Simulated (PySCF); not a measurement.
CH$_{5}$GaN, doublet, at a GFN2-xTB geometry (such geometries of metal compounds can be far from the true shape) (the spin is typed, not shown lowest); DF-PBE0/aug-cc-pVDZ (PySCF).

Input for PySCF:
```python
from pyscf import gto, scf, dft

mol = gto.Mole()
mol.atom = '''
    Ga    0.228562    0.181077    0.336952
    C    -0.653182    1.146628   -1.397479
    H    -1.719826    0.928237   -1.398145
    H    -0.188575    0.715344   -2.281931
    H    -0.492708    2.222605   -1.376019
    N    -0.033236   -1.703824    0.280737
    H    -0.967873   -2.073789    0.131070
    H     0.435315   -2.358791    0.899219
'''
mol.basis = 'aug-cc-pvdz'
mol.charge = 0
mol.spin = 1
mol.verbose = 4
mol.build()

mf = dft.UKS(mol)
mf.xc = 'pbe0'
mf = mf.density_fit(auxbasis='def2-universal-jkfit')
mf.kernel()
```

Problem. What does PySCF print? Leave out banner, timings and long lists.

Solution. 
```
PySCF version 2.14.0

[INPUT] verbose = 4
[INPUT] num. atoms = 8
[INPUT] num. electrons = 49
[INPUT] charge = 0
[INPUT] spin (= nelec alpha-beta = 2S) = 1
[INPUT] symmetry False subgroup None
[INPUT] Mole.unit = angstrom
[INPUT] Symbol           X                Y                Z      unit          X                Y                Z       unit  Magmom
[INPUT]  1 Ga     0.228562000000   0.181077000000   0.336952000000 AA    0.431919582483   0.342185937458   0.636746997124 Bohr   0.0
[INPUT]  2 C     -0.653182000000   1.146628000000  -1.397479000000 AA   -1.234335089496   2.166812886758  -2.640852574831 Bohr   0.0
[INPUT]  3 H     -1.719826000000   0.928237000000  -1.398145000000 AA   -3.250000121906   1.754113708688  -2.642111132430 Bohr   0.0
[INPUT]  4 H     -0.188575000000   0.715344000000  -2.281931000000 AA   -0.356355103940   1.351804244851  -4.312224625155 Bohr   0.0
[INPUT]  5 H     -0.492708000000   2.222605000000  -1.376019000000 AA   -0.931083179382   4.200114733089  -2.600299052198 Bohr   0.0
[INPUT]  6 N     -0.033236000000  -1.703824000000   0.280737000000 AA   -0.062806937476  -3.219760724461   0.530516043032 Bohr   0.0
[INPUT]  7 H     -0.967873000000  -2.073789000000   0.131070000000 AA   -1.829014893361  -3.918893250136   0.247686403147 Bohr   0.0
[INPUT]  8 H      0.435315000000  -2.358791000000   0.899219000000 AA    0.822626127915  -4.457468975089   1.699277636005 Bohr   0.0

nuclear repulsion = 165.562639079079
number of shells = 50
number of NR pGTOs = 211
number of NR cGTOs = 127
basis = aug-cc-pvdz
ecp = {}

******** <class 'pyscf.df.df_jk.DFUKS'> ********
method = DFUKS
initial guess = minao
damping factor = 0
level_shift factor = 0
DIIS = <class 'pyscf.scf.diis.CDIIS'>
diis_start_cycle = 1
diis_space = 8
diis_damp = 0
SCF conv_tol = 1e-09
SCF conv_tol_grad = None
SCF max_cycles = 50
direct_scf = False
number electrons alpha = 25  beta = 24
XC library pyscf.dft.libxc version 7.1.2
    S. Lehtola, C. Steigemann, M. J. T. Oliveira, and M. A. L. Marques,  SoftwareX 7, 1–5 (2018)
XC functionals = pbe0
    C. Adamo and V. Barone,  J. Chem. Phys. 110, 6158 (1999)
    M. Ernzerhof and G. E. Scuseria,  J. Chem. Phys. 110, 5029 (1999)
radial grids:
    Treutler-Ahlrichs [JCP 102, 346 (1995); DOI:10.1063/1.469408] (M4) radial grids

becke partition: Becke, JCP 88, 2547 (1988); DOI:10.1063/1.454033
pruning grids: <function nwchem_prune>
grids dens level: 3
symmetrized grids: False
atomic radii adjust function: <function treutler_atomic_radii_adjust>
small_rho_cutoff = 0
Set gradient conv threshold to 3.16228e-05
tot grids = 97968
******** <class 'pyscf.df.df.DF'> ********
auxbasis = def2-universal-jkfit
init E= -2019.69055256841

cycle= 1 E= -2020.228399702  delta_E= -0.538  |g|= 0.385  |ddm|= 2.21
cycle= 2 E= -2020.06437231383  delta_E= 0.164  |g|= 0.672  |ddm|= 1.04
cycle= 3 E= -2020.30340678674  delta_E= -0.239  |g|= 0.0905  |ddm|= 0.592
cycle= 4 E= -2020.30755930045  delta_E= -0.00415  |g|= 0.0329  |ddm|= 0.121
cycle= 5 E= -2020.30821754245  delta_E= -0.000658  |g|= 0.00492  |ddm|= 0.047
cycle= 6 E= -2020.30824248408  delta_E= -2.49e-05  |g|= 0.00115  |ddm|= 0.0105
cycle= 7 E= -2020.30824454897  delta_E= -2.06e-06  |g|= 0.000467  |ddm|= 0.00387
cycle= 8 E= -2020.30824473295  delta_E= -1.84e-07  |g|= 0.000145  |ddm|= 0.000911
cycle= 9 E= -2020.30824475693  delta_E= -2.4e-08  |g|= 3.82e-05  |ddm|= 0.000349
cycle= 10 E= -2020.30824475939  delta_E= -2.47e-09  |g|= 1.36e-05  |ddm|= 0.000134
cycle= 11 E= -2020.30824475962  delta_E= -2.25e-10  |g|= 5.04e-06  |ddm|= 3.53e-05
Extra cycle  E= -2020.30824475967  delta_E= -5.28e-11  |g|= 4.14e-06  |ddm|= 1.41e-05
converged SCF energy = -2020.30824475967  <S^2> = 0.75556022  2S+1 = 2.0055525
```
